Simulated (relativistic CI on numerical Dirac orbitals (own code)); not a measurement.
## One change at a time: Pr VI

Base calculation: Dirac-Coulomb-Breit CI, KLI orbitals optimised for each configuration, model QED, valence Slater integrals scaled by 0.85, P86 correlation energy added to each configuration.

Configuration list (outside the closed core [Kr] 4d10): 5s2.5p6, 5s2.5p5.4f, 5s2.5p5.5d, 5s.5p6.5d, 5s2.5p5.5f, 5s.5p6.4f, 5s2.5p5.5g, 5s2.5p5.6s, 5s2.5p5.6p, 5s.5p6.5f, 5s2.5p5.6d, 5s.5p6.5g, 5s2.5p5.7s, 5s2.5p5.7p, 5s2.5p5.6f, 5p6.4f.6s, 5s.5p6.6p, 5s2.5p5.7d, 5s.5p6.6s, 5s2.5p5.8s, 5p6.4f2, 5p5.4f3, 5p5.4f2.5d, 5p5.4f2.5f, 5p5.4f2.5g, 5p6.5d2, 5p5.4f.5d2, 5p5.5d3, 5p5.5d2.5f, 5p5.5d2.5g, 5p6.5f2, 5p5.4f.5f2, 5p5.5d.5f2, 5p5.5f3, 5p5.5f2.5g. Double excitations out of closed p, d and f shells are left out; levels of such configurations are missing from the list, as are those of other unlisted configurations, and high levels can miss mixing partners. These lack a partner that the ground configuration has and come out too high: 5s2.5p5.6s, 5s2.5p5.6p, 5s2.5p5.6d, 5s2.5p5.7s, 5s2.5p5.7p.

Variants: (1) self-excluded LDA correlation estimate; (2) valence Slater integrals scaled by 0.75; (3) non-relativistic limit; (4) one mean potential for all configurations. Shifts of the energy above 5s2.5p6 1S_0, in cm⁻¹, for the lowest level and the first level of each name with at least 55 % of one term (blank where a level changes its place among those of its configuration and J or its character, or is not in the variant):

```
           Level      Base     Δ(1)     Δ(2)      Δ(3)     Δ(4)
    5s2.5p6 1S_0       0.0      0.0      0.0       0.0      0.0
 5s2.5p5.4f 3D_1   64694.4  -1043.5  +1138.3  -30614.6  +3081.0
 5s2.5p5.4f 3D_2   68321.1  -1043.5   +922.8  -34241.4  +3031.4
 5s2.5p5.4f 3G_4   71574.9  -1044.3   +308.4  -33061.7  +3142.2
 5s2.5p5.4f 3G_5   72127.3  -1044.4   +536.9  -33614.1  +2966.7
 5s2.5p5.4f 3D_3   73970.2  -1043.7   +485.9  -39890.5  +2989.1
 5s2.5p5.4f 3F_4   81435.1  -1044.0   -504.1            +3084.3
 5s2.5p5.4f 1D_2   82506.0  -1042.1   -859.9  -33855.0  +3256.5
5s2.5p5.5d 3P°_0  202296.7   -201.0  +1843.3   -1676.9  +1259.6
5s2.5p5.5d 3P°_1  205719.2   -201.0  +1640.5   -5099.4  +1287.9
5s2.5p5.5d 3F°_4  211486.3   -215.5  +1366.1   +3597.7  +1376.4
5s2.5p5.5d 3P°_2  212337.9   -201.5  +1188.1  -11718.1  +1339.8
5s2.5p5.5d 3F°_3  213015.0   -213.7   +877.5   +2069.0  +1333.1
5s2.5p5.5d 3D°_3  226208.1   -201.8   -545.3   -5455.0  +1380.2
```

At this charge configurations can still be misplaced by up to about 7 % of their energy. Levels and lines within the n = 5 or 6 shells can be off by up to 10 % or somewhat more, and those that change n by about 2 %, since core polarisation is missing. Levels that differ in their count of f electrons can be misplaced by several ten thousand cm⁻¹, since the correlation energy of f electrons is missing or only estimated; rates across such gaps can be off by orders of magnitude.

Ionisation energy from the two ground configurations alone: base 88.54 eV; self-excluded LDA correlation estimate 88.65 eV; valence Slater integrals scaled by 0.75 88.73 eV. The NIST ASD value (theoretical) is 82 eV. The gap of more than 2 % comes from missing correlation, or from a tabulated value that is itself an estimate.

LS names give the leading component of a level, which can be under half, so a name can repeat, a term be missing and a line seem to break the LS rules.
